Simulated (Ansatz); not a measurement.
The first iterations of a band of Cl3FGe + H4OSi (11 atoms, charge 0, multiplicity 1).

These are results of Ansatz 0.2.0, RHF/def2-SVP, not measurements.

* movable images: 7
* climbing image: yes
* spring: 5.0 eV/Å²
* optimiser: quadratic models (default)
* start path: straight line
* force threshold: 0.05 eV/Å
* iteration limit: 60
* end points: relaxed

Image 0:

```xyz
11
Properties=species:S:1:pos:R:3
Ge 0.693 0.207 -0.238
F 0.306 -0.110 1.392
Cl 2.806 0.389 -0.286
Cl -0.194 2.023 -0.837
Cl 0.102 -1.436 -1.429
O -2.393 -0.238 0.657
Si -3.783 -1.055 0.284
H -3.581 -2.520 0.365
H -4.877 -0.688 1.213
H -4.145 -0.674 -1.093
H -1.983 -0.332 1.504
```

Image 8:

```xyz
11
Properties=species:S:1:pos:R:3
Ge -0.376 0.005 -0.830
F -0.988 1.251 2.418
Cl 1.513 -0.372 0.045
Cl -0.566 2.043 -1.371
Cl -0.634 -1.224 -2.551
O -1.624 -0.405 0.304
Si -2.980 -1.393 0.393
H -2.563 -2.803 0.290
H -3.601 -1.123 1.700
H -3.902 -1.053 -0.707
H -1.327 0.641 1.839
```

| iteration | highest image above the first end (eV) | largest band force component (eV/Å) |
| --- | --- | --- |
| 1 | 4.544 | 5.516 |
| 2 | 2.657 | 3.680 |
| 3 | 1.618 | 8.123 |
| 4 | 1.228 | 1.653 |
| 5 | 1.037 | 1.289 |
| 6 | 1.128 | 2.455 |
| 7 | 1.106 | 0.926 |

Question: Does the band converge within its limit, and where does its top end?

Answer: It converged. It ended after 23 iterations with the highest image 1.232 eV above the first end. Another band between the same ends (7 images) ends at a top of the same energy, where a vibrational analysis finds 1 clearly imaginary mode. The orbitals stay closed-shell, which can raise the energy where a bond breaks towards radicals; this wasn't checked here.

The run took 3 min on 4 threads of AMD EPYC 9R45 96-Core Processor (Zen 5) (shared host), peak memory 0.55 GiB.
